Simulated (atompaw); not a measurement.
**u(r) = r·R(r): atom against pseudo-atom (tungsten)**

Columns: radius, all-electron u(r) and pseudo u(r) of the 5d shell (level -4.48 eV) of tungsten in the configuration [Xe] 4f14 5d4 6s2 6p0; PBE, scalar-relativistic, PAW (atompaw) scheme, atompaw 4.2.0.5.

| r (bohr) | all-electron | pseudo |
| --- | --- | --- |
| 0.115 | 0.2149 | 0.0004 |
| 0.231 | -0.0635 | 0.0035 |
| 0.346 | -0.3081 | 0.0116 |
| 0.462 | -0.2815 | 0.0268 |
| 0.577 | -0.1035 | 0.0502 |
| 0.692 | 0.1115 | 0.0823 |
| 0.808 | 0.3092 | 0.1234 |
| 0.923 | 0.4666 | 0.1717 |
| 1.038 | 0.5826 | 0.2259 |
| 1.154 | 0.6622 | 0.2841 |
| 1.269 | 0.7105 | 0.3427 |
| 1.385 | 0.7351 | 0.4000 |
| 1.500 | 0.7416 | 0.4521 |
| 1.615 | 0.7350 | 0.4973 |
| 1.731 | 0.7191 | 0.5339 |
| 1.846 | 0.6971 | 0.5600 |
| 1.962 | 0.6708 | 0.5756 |
| 2.077 | 0.6423 | 0.5805 |
| 2.192 | 0.6125 | 0.5757 |
| 2.308 | 0.5819 | 0.5626 |
| 2.423 | 0.5518 | 0.5431 |
| 2.538 | 0.5221 | 0.5191 |
| 2.654 | 0.4930 | 0.4924 |
| 2.769 | 0.4650 | 0.4650 |
| 2.885 | 0.4378 | 0.4379 |
| 3.000 | 0.4120 | 0.4120 |

(1) How many radial nodes do the two functions have?

(2) Is the pseudo-wave norm-conserving?

Answers

(1) The all-electron 5d function has n − l − 1 = 2; the pseudo-wave has 0, since the states of the same l below it are removed with the core.

(2) No, it belongs to a PAW set: the norm inside the radius is not constrained, and the difference is carried by the augmentation charge.
